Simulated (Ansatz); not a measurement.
The cluster B₈N⁺. Charge 1, multiplicity 1. Geometry PBE0-D4/def2-SVP, basis def2-TZVP, Ansatz.

Cartesian coordinates in Å:
```
N 0.266 -0.221 0.213
B 1.274 -1.057 1.020
B 1.731 0.124 0.058
B -2.170 -0.047 -0.166
B -1.872 -1.187 0.833
B -0.844 0.700 -0.676
B 0.225 1.660 -1.390
B -0.293 -1.317 1.093
B 1.682 1.344 -0.984
```

| run | HOMO (eV) | LUMO (eV) |
| --- | --- | --- |
| A | -13.17 | -6.68 |
| B | -10.80 | -9.62 |
| C | -13.27 | -6.46 |
| D | -12.38 | -7.57 |
| E | -11.42 | -8.86 |
| F | -10.73 | -9.95 |

Another isomer (singlet) lies 5.46 eV lower at PBE0-D4/def2-TZVP; other spin states weren't run for this one.

Question: The runs used CAM-B3LYP, PBE, PBE0, r2SCAN, ωB97M-V, ωB97X-V. Estimate which is which.

Answer: A ωB97M-V (range-separated); B r2SCAN (0 % exact exchange); C ωB97X-V (range-separated); D CAM-B3LYP (range-separated); E PBE0 (25 % exact exchange); F PBE (0 % exact exchange). Exact exchange lowers occupied and raises empty levels; among semilocal functionals meta-GGAs tend to open the gap a little, and such runs are hard to tell apart. The gap grows from 0.79 eV (PBE) to 6.81 eV (ωB97X-V). The restricted singlet is unstable towards broken spin symmetry in Hartree–Fock (as tested in another run); at ωB97M-V/def2-TZVP, r2SCAN-D4/def2-TZVP, ωB97X-V/def2-TZVP, CAM-B3LYP-D4/def2-TZVP and others this wasn't settled.
